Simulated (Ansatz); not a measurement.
Ansatz (a program for electronic structure) input:
A basis named .json is the Basis Set Exchange file of that set.

Ansatz 0.2 input:
```yaml
crystal:
  periodic: [false, false, false]
  atoms:
    - {symbol: C, position_ang: [-1.31183297, 0.06977156, -0.26422823]}
    - {symbol: C, position_ang: [-0.78293718, -1.22049009, -0.19980282]}
    - {symbol: C, position_ang: [0.57853985, -1.37473341, -0.00199234]}
    - {symbol: C, position_ang: [1.30399856, -0.05381982, -0.10481011]}
    - {symbol: S, position_ang: [0.00466937, 1.20671953, 0.27337774]}
    - {symbol: H, position_ang: [-2.30647965, 0.31653229, 0.09102080]}
    - {symbol: H, position_ang: [-1.44092867, -2.08246919, -0.30415000]}
    - {symbol: H, position_ang: [1.10950171, -2.29862096, -0.21041114]}
    - {symbol: H, position_ang: [2.13623777, 0.07858728, 0.59535225]}
    - {symbol: H, position_ang: [1.70034924, 0.15408847, -1.12085492]}
basis:
  gaussian:
    orbitals: cc-pV_Q+d_Z.json
hamiltonian:
  xc: pbe
total_charge: -1
magnetization: {spin_polarized: false}
correlation: {method: rpa, electrons: outside_noble_gas}
```

Q: Which total energy does the run end on?

A: -553.34337 Eh (RPA@PBE/cc-pV(Q+d)Z). The basis has 434 functions. The run takes about 60 core-seconds (a rough figure).

It need not be the lowest isomer of its formula. Whether it binds its extra electron was not tested at this geometry.
